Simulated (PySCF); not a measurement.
# Excited states of S⁶⁺ (sulfur, charge +6)

Ground state [Ne], ¹S. All numbers are calculated (PySCF 2.14, no relativity, point nucleus, in def2-TZVPPD with one added diffuse shell each of s, p, d type (7s7p5d1f, 60 functions)). Vertical excitation energies in eV without spin-orbit coupling; excited terms of each kind are numbered among those the solver found. Frozen: 1s2.

| term | leading excitation | EOM-EE-CCSD |
| --- | --- | --- |
| 1 3P° | 2p → s | 170.88 |
| 1 1P° | 2p → s | 172.07 |
| 1 3S | 2p → p | 181.32 |
| 1 3D | 2p → p | 183.63 |
| 1 1D | 2p → p | 184.64 |
| 1 1P | 2p → p | 184.87 |
| 1 3P | 2p → p | 184.90 |
| 1 1S | 2p → p | 191.91 |
| 2 3P° | 2p → d | 202.09 |
| 1 3F° | 2p → d | 202.91 |
| 1 1F° | 2p → d | 203.48 |
| 1 1D° | 2p → d | 203.99 |
| 2 3S | 2p → p | 229.09 |
| 2 1D | 2p → p | 230.85 |

The solver can miss terms.
